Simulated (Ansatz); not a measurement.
GeH₃Cl⁺, that is GeClH3 with one electron fewer, relaxed as a doublet with UKS PBE-D4/def2-TZVP in Ansatz, starting from the PBE-D4/def2-TZVP geometry of the neutral singlet. Force threshold 0.02 eV/Å.

Start:

```xyz
5

Ge    0.059   -0.068   -0.134
Cl   -0.733    0.847    1.670
H    -0.715    0.533   -1.327
H    -0.173   -1.589   -0.012
H     1.562    0.277   -0.197
```

```csv
step,energy (eV),largest force component (eV/Å),SCF passes
1,-69066.2952,1.335,85
2,-69066.4157,0.669,40
3,-69066.4551,0.296,37
4,-69066.4776,0.333,39
5,-69066.4822,0.155,30
6,-69066.4832,0.043,30
7,-69066.4833,0.043,31
8,-69066.4834,0.004,29
```

Force components are those of the run's own axes.

End:

```xyz
5

Ge    0.2239   -0.2165   -0.0810
Cl   -0.8449    0.9286    1.4338
H    -0.8033    0.6440   -1.0371
H    -0.2229   -1.6836   -0.0582
H     1.6472    0.3275   -0.2576
```

By distances, no bond broke or formed. The bond that changes most is Ge1–H3, from 1.54 to 1.65 Å (atoms count from 1).

No frequencies were taken in this run, so the end may be a saddle point.

Run time 31 s (4 threads of Intel Xeon on a shared host).
